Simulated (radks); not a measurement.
Results of a calculation; reference values are marked as such.
Isoelectronic series with 19 electrons, all held in the configuration [Ar] 3d1, which need not be the ground one along the series. Level of theory: scalar-relativistic Kohn-Sham, r2SCAN, spin-polarised, spherical densities, finite nucleus; open shells are filled with parallel spins first (spin-orbit coupling, left out, can overturn this in heavy ions); meta-GGA in the generalised Kohn-Sham scheme; Fermi nuclear charge, rms radius of each element as measured or else 0.836 A^(1/3) + 0.57 fm (a radial shooting solver on a logarithmic mesh with Libxc functionals). Total energies (hartree) and orbital eigenvalues (eV) (* marks an orbital that is empty in some or all of the ions):

| ion | E (hartree) | 4s up* | 3d down* | 3d up | 3p down |
|---|---|---|---|---|---|
| In30+ | -5247.74567 | -993.8670 | -1685.888 | -1692.875 | -1869.808 |
| Sn31+ | -5488.14826 | -1055.549 | -1790.120 | -1797.304 | -1980.829 |
| Sb32+ | -5734.40810 | -1119.152 | -1897.424 | -1904.806 | -2095.095 |
| Te33+ | -5986.56348 | -1184.689 | -2007.804 | -2015.383 | -2212.617 |
| I34+ | -6244.66423 | -1252.172 | -2121.260 | -2129.037 | -2333.407 |
| Xe35+ | -6508.74790 | -1321.613 | -2237.797 | -2245.771 | -2457.475 |
| Cs36+ | -6778.8645 | -1393.027 | -2357.418 | -2365.588 | -2584.835 |
| Ba37+ | -7055.0577 | -1466.426 | -2480.124 | -2488.492 | -2715.497 |
| La38+ | -7337.3803 | -1541.825 | -2605.919 | -2614.484 | -2849.475 |
| Ce39+ | -7625.8800 | -1619.239 | -2734.807 | -2743.568 | -2986.782 |
| Pr40+ | -7920.6110 | -1698.683 | -2866.791 | -2875.749 | -3127.432 |
